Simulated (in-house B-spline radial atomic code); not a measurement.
A fraction x of an electron is removed from 4d in neutral cadmium, starting from [Kr] 4d10 5s2 and keeping the highest spin. Computed with an all-electron radial atomic-structure program (B-spline basis): scalar-relativistic (X2C) r2SCAN0, spin-polarised, spherical fractional occupations, Fermi nucleus of rms radius 4.6087 fm.

Caution: exact exchange at fractional occupations of open shells leaves self-interaction of up to several eV.

| x | E(x) - E(0) (eV) | 4d down level (eV) |
| --- | --- | --- |
| 0 | 0.0000 | -14.244 |
| 0.08 | 1.1738 | -15.103 |
| 0.16 | 2.4168 | -15.975 |
| 0.35 | ? | ? |
| 0.38 | 6.2012 | -18.445 |
| 0.5 | 8.4975 | -19.832 |
| 0.59 | 10.3299 | -20.889 |
| 0.71 | ? | ? |
| 0.86 | 16.4067 | -24.144 |
| 0.88 | 16.8920 | -24.390 |
| 1 | 19.9079 | -25.878 |

(1) What belongs in the row x = 0.35?

(2) What belongs in the row x = 0.71?

(3) Check Janak's theorem between x = 0.08 and 0.16.

Answers

(1) An energy change of 5.6530 eV; 4d down at -18.102 eV.

(2) An energy change of 12.9222 eV; 4d down at -22.321 eV.

(3) The slope of the energy is 15.54 eV; the orbital levels give 15.54 eV (-ε of the emptying orbital, averaged over the two points).
